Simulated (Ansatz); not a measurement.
Geometry optimisation, RKS r2SCANh/def2-SVP (Ansatz).

The input (input.yaml):

```yaml
crystal:
  periodic: [false, false, false]
  atoms:
    - { symbol: Al, position_ang: [-0.56053, 0.408507, 0.422945] }
    - { symbol: "N", position_ang: [0.949677, 0.802936, -0.589882] }
    - { symbol: "N", position_ang: [-0.512785, -1.329037, 0.347826] }
    - { symbol: H, position_ang: [0.401474, -1.426324, -0.095266] }
    - { symbol: Cl, position_ang: [-1.786642, 1.7444, 1.47007] }
    - { symbol: H, position_ang: [1.114643, 0.27074, -1.438082] }
    - { symbol: H, position_ang: [1.352575, 1.726902, -0.706015] }
    - { symbol: H, position_ang: [-0.958313, -2.198223, 0.588304] }
basis:
  gaussian: { orbitals: def2-SVP }
hamiltonian:
  xc: r2scanh
relax:
  f_tol: 0.03
  max_steps: 50
```

Launched with:

```bash
$ ansatz run input.yaml --threads 2 --pin off --max-ram 3072MiB --backend cpu --events-out ev --progress --plain --runs-dir out
```

Where does it end, and by what steps?

It converged. After 6 steps the energy has fallen by 0.548 eV; H4 moved furthest, 0.81 Å.

```json
{"step": "0", "energy less start (eV)": "0.0000", "largest force component (eV/Å)": "1.474", "accepted": "yes"}
{"step": "1", "energy less start (eV)": "-0.2361", "largest force component (eV/Å)": "0.914", "accepted": "yes"}
{"step": "2", "energy less start (eV)": "-0.3884", "largest force component (eV/Å)": "0.554", "accepted": "yes"}
{"step": "3", "energy less start (eV)": "-0.4902", "largest force component (eV/Å)": "0.308", "accepted": "yes"}
{"step": "4", "energy less start (eV)": "-0.5402", "largest force component (eV/Å)": "0.279", "accepted": "yes"}
{"step": "5", "energy less start (eV)": "-0.5472", "largest force component (eV/Å)": "0.034", "accepted": "yes"}
{"step": "6", "energy less start (eV)": "-0.5476", "largest force component (eV/Å)": "0.006", "accepted": "yes"}
```

```xyz
8
Properties=species:S:1:pos:R:3
Al -0.303 0.282 0.262
N 0.919 1.074 -0.730
N -0.499 -1.466 0.367
H 0.059 -2.162 -0.111
Cl -1.607 1.497 1.387
H 1.601 0.616 -1.322
H 1.036 2.078 -0.786
H -1.205 -1.921 0.932
```

The run took 10 s on 2 threads of Intel(R) Xeon(R) 6975P-C (Granite Rapids), on a shared host, peak memory 0.2 GiB.
